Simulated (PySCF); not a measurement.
C₃H₉B₃O₃, charge -1, doublet, geometry from GFN2-xTB (a state made from the parent by changing its charge; the spin is typed, not shown lowest) (in this run its highest filled SCF level lies above zero, so its values depend strongly on the basis, on diffuse functions most of all); PySCF with DF-B3LYP/pcseg-1.

Input for PySCF:
```python
from pyscf import gto, scf, dft

mol = gto.Mole()
mol.atom = '''
    C    -1.882632   -2.258842   -0.384354
    B    -0.903798   -0.998722   -0.091208
    O     0.475998   -1.281510   -0.063452
    B     1.330207   -0.180549    0.143410
    C     2.920663   -0.499704    0.120092
    O     0.888346    1.035402    0.382769
    B    -0.553030    1.368623    0.493154
    C    -0.957577    2.715968   -0.353330
    O    -1.395612    0.198936    0.142905
    H    -1.648981   -2.721198   -1.342378
    H    -2.927451   -1.955947   -0.400643
    H    -1.766183   -3.028496    0.378153
    H     3.217699   -0.938846   -0.831274
    H     3.186168   -1.214769    0.898254
    H     3.509852    0.401623    0.275409
    H    -2.008701    2.976974   -0.218904
    H    -0.364532    3.579127   -0.046232
    H    -0.797351    2.587618   -1.431396
'''
mol.basis = 'pcseg-1'
mol.charge = -1
mol.spin = 1
mol.verbose = 4
mol.build()

mf = dft.UKS(mol)
mf.xc = 'b3lyp'
mf.conv_tol_grad = 1e-3
mf = mf.density_fit(auxbasis='def2-universal-jkfit')
mf.kernel()
mf.analyze()
```

Output, abridged:

```
PySCF version 2.14.0

[INPUT] verbose = 4
[INPUT] num. atoms = 18
[INPUT] num. electrons = 67
[INPUT] charge = -1
[INPUT] spin (= nelec alpha-beta = 2S) = 1
[INPUT] symmetry False subgroup None
[INPUT] Mole.unit = angstrom
[INPUT] Symbol           X                Y                Z      unit          X                Y                Z       unit  Magmom
[...]
nuclear repulsion = 409.925272084895
number of shells = 45
number of NR pGTOs = 288
number of NR cGTOs = 171
basis = pcseg-1
ecp = {}

******** <class 'pyscf.df.df_jk.DFUKS'> ********
method = DFUKS
initial guess = minao
damping factor = 0
level_shift factor = 0
DIIS = <class 'pyscf.scf.diis.CDIIS'>
diis_start_cycle = 1
diis_space = 8
diis_damp = 0
SCF conv_tol = 1e-09
SCF conv_tol_grad = 0.001
SCF max_cycles = 50
direct_scf = False
number electrons alpha = 34  beta = 33
XC library pyscf.dft.libxc version 7.1.2
    S. Lehtola, C. Steigemann, M. J. T. Oliveira, and M. A. L. Marques,  SoftwareX 7, 1–5 (2018)
XC functionals = b3lyp
    P. J. Stephens, F. J. Devlin, C. F. Chabalowski, and M. J. Frisch,  J. Phys. Chem. 98, 11623 (1994)
radial grids:
    Treutler-Ahlrichs [JCP 102, 346 (1995); DOI:10.1063/1.469408] (M4) radial grids

becke partition: Becke, JCP 88, 2547 (1988); DOI:10.1063/1.454033
pruning grids: <function nwchem_prune>
grids dens level: 3
symmetrized grids: False
atomic radii adjust function: <function treutler_atomic_radii_adjust>
small_rho_cutoff = 0
tot grids = 215016
******** <class 'pyscf.df.df.DF'> ********
auxbasis = def2-universal-jkfit
init E= -420.98585012096

cycle= 1 E= -419.920394383956  delta_E= 1.07  |g|= 0.806  |ddm|= 3.04
cycle= 2 E= -419.554691708164  delta_E= 0.366  |g|= 1.27  |ddm|=  2.3
cycle= 3 E= -420.191703526299  delta_E= -0.637  |g|= 0.147  |ddm|= 1.53
cycle= 4 E= -420.200462409233  delta_E= -0.00876  |g|= 0.0482  |ddm|= 0.165
cycle= 5 E= -420.201171726065  delta_E= -0.000709  |g|= 0.0248  |ddm|= 0.066
cycle= 6 E= -420.201415150525  delta_E= -0.000243  |g|= 0.00278  |ddm|= 0.0208
cycle= 7 E= -420.201419656313  delta_E= -4.51e-06  |g|= 0.000683  |ddm|= 0.00494
cycle= 8 E= -420.201420117609  delta_E= -4.61e-07  |g|= 0.00033  |ddm|= 0.00314
cycle= 9 E= -420.201420195889  delta_E= -7.83e-08  |g|= 0.000126  |ddm|= 0.00118
cycle= 10 E= -420.201420205974  delta_E= -1.01e-08  |g|= 5.21e-05  |ddm|= 0.000229
cycle= 11 E= -420.201420207568  delta_E= -1.59e-09  |g|= 1.77e-05  |ddm|= 0.000111
cycle= 12 E= -420.201420207712  delta_E= -1.44e-10  |g|= 6.69e-06  |ddm|= 1.97e-05
[...]
converged SCF energy = -420.201420207716  <S^2> = 0.75185312  2S+1 = 2.0018523
Total Energy =                        -420.201420207716467
[...]
spin_pop of  16 H 1s       -0.00089
spin_pop of  16 H 2s        0.00113
spin_pop of  16 H 2px       0.00000
spin_pop of  16 H 2py       0.00000
spin_pop of  16 H 2pz      -0.00001
spin_pop of  17 H 1s        0.04969
spin_pop of  17 H 2s        0.01331
spin_pop of  17 H 2px       0.00001
spin_pop of  17 H 2py       0.00012
spin_pop of  17 H 2pz      -0.00004
 ** Mulliken Spin Density (per atom)  **
spin density of  0 C =     -0.00182
spin density of  1 B =      0.04309
spin density of  2 O =      0.02220
spin density of  3 B =      0.04309
spin density of  4 C =     -0.00182
spin density of  5 O =      0.01031
spin density of  6 B =      0.80187
spin density of  7 C =     -0.00193
spin density of  8 O =      0.01031
spin density of  9 H =      0.00045
spin density of  10 H =      0.00006
spin density of  11 H =      0.00506
spin density of  12 H =      0.00045
spin density of  13 H =      0.00506
spin density of  14 H =      0.00006
spin density of  15 H =      0.00023
spin density of  16 H =      0.00023
spin density of  17 H =      0.06308
 ** Mulliken pop alpha/beta on meta-lowdin orthogonal AOs **
 ** Mulliken pop       alpha | beta **
In total            34.00000 | 33.00000
 ** Mulliken atomic charges   ( Nelec_alpha | Nelec_beta ) **
charge of  0C =     -0.42251  (     3.21035      3.21217 )
charge of  1B =      0.42971  (     2.30669      2.26360 )
charge of  2O =     -0.49625  (     4.25922      4.23702 )
charge of  3B =      0.42971  (     2.30669      2.26360 )
charge of  4C =     -0.42252  (     3.21035      3.21217 )
charge of  5O =     -0.43940  (     4.22486      4.21454 )
charge of  6B =      0.08531  (     2.85828      2.05641 )
charge of  7C =     -0.40484  (     3.20146      3.20338 )
charge of  8O =     -0.43940  (     4.22486      4.21454 )
charge of  9H =      0.08497  (     0.45774      0.45729 )
charge of  10H =      0.08471  (     0.45768      0.45761 )
charge of  11H =      0.08399  (     0.46054      0.45547 )
charge of  12H =      0.08497  (     0.45774      0.45729 )
charge of  13H =      0.08399  (     0.46054      0.45547 )
charge of  14H =      0.08471  (     0.45767      0.45761 )
charge of  15H =      0.07009  (     0.46507      0.46484 )
charge of  16H =      0.07009  (     0.46507      0.46484 )
charge of  17H =      0.03266  (     0.51521      0.45213 )

WARN: System has nonzero charge -1; the dipole moment is origin-dependent.
Location of origin: [0. 0. 0.]

Dipole moment(X, Y, Z, Debye):  1.21484, -2.94672, -1.29080
```
